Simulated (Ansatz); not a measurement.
Reaction (ligand exchange at the Al–C bond): `B[Se][CH2][AlH][SH]` + `C=N` → `C=[N][AlH][SH]` + `B[Se]C`

Isolated molecules relaxed with PBE0-D4/def2-TZVP in Ansatz; ΔE leaves out vibrations. CCSD(T)/CBS adds triple-zeta CCSD(T) − MP2 to the extrapolated MP2 energy (def2 sets, frozen cores). This one scheme is used for every species. Functionals use def2-TZVPP. B3LYP here is the variant with VWN-RPA as its local correlation; programs differ in this. For Se outer-core shells are correlated without core-valence functions, which leaves a few kJ/mol of doubt a bond. Scalar relativity is left out up to krypton. Each species was taken in one conformer, which may not be the lowest.

`B[Se][CH2][AlH][SH]`:

```xyz
11

B    -0.158    0.683    1.718
Se    1.541    0.116    1.157
C     1.252    0.090   -0.783
Al   -0.707    0.119   -0.971
S    -1.768   -1.788   -0.718
H    -0.418    0.833    2.868
H    -1.024    0.943    0.906
H     1.786    0.943   -1.203
H     1.720   -0.824   -1.154
H    -1.522    1.305   -1.624
H    -0.701   -2.418   -0.195
```

`C=N`:

Z-matrix (Å, degrees):
```
C
N 1 1.261
H 1 1.096 2 124.9
H 1 1.092 2 118.8 3 -180.0
H 2 1.021 1 111.0 3 -0.0
```

`C=[N][AlH][SH]`:

```xyz
8

C     1.202   -1.435    0.743
N     0.355   -0.655    0.278
Al   -0.841    0.435   -0.370
S    -0.208    2.495   -0.724
H     1.344   -1.577    1.826
H     1.869   -2.036    0.105
H    -2.299   -0.072   -0.675
H    -1.422    2.844   -1.183
```

`B[Se]C`:

```xyz
8

B    -1.386   -0.428    0.829
Se    0.452   -0.151    1.138
C     1.112    0.336   -0.632
H    -1.844   -0.287   -0.264
H    -2.038   -0.744    1.775
H     0.281    0.323   -1.333
H     1.873   -0.382   -0.932
H     1.548    1.332   -0.581
```

(1) Is it downhill or uphill in electronic energy at CCSD(T)/CBS, and by how much? (Estimate.)

(2) What do these levels give: B3LYP-D4, ωB97M-V, PBE, HF/def2-TZVPP, MP2/def2-TZVPP, SCS-MP2/def2-TZVPP, CCSD/def2-TZVPP, CCSD(T)/def2-TZVPP, HF/def2-QZVPP, HF/CBS(def2), MP2/CBS(def2), CCSD/CBS(def2)? (Best estimate.)

Largest T1 diagnostic among the species: 0.014.

Answers

(1) Computed: Downhill: ΔE = -51.7 kJ/mol.

(2) Computed: B3LYP-D4 -65.6, ωB97M-V -55.8, PBE -57.9, HF/def2-TZVPP -88.1, MP2/def2-TZVPP -55.8, SCS-MP2/def2-TZVPP -61.1, CCSD/def2-TZVPP -58.7, CCSD(T)/def2-TZVPP -53.2, HF/def2-QZVPP -88.6, HF/CBS(def2) -88.6, MP2/CBS(def2) -54.2, CCSD/CBS(def2) -57.2 kJ/mol.

In def2-TZVPP, CCSD(T) changes the Hartree–Fock value by +34.9 kJ/mol (the triples alone add +5.5 kJ/mol) and MP2 by +32.4 kJ/mol. The D4 term adds +11.8 kJ/mol with B3LYP and +6.6 kJ/mol with PBE0; it sums over pairs of atoms, weighted by their polarisabilities, and B3LYP, whose exchange is more repulsive, gets the larger term.
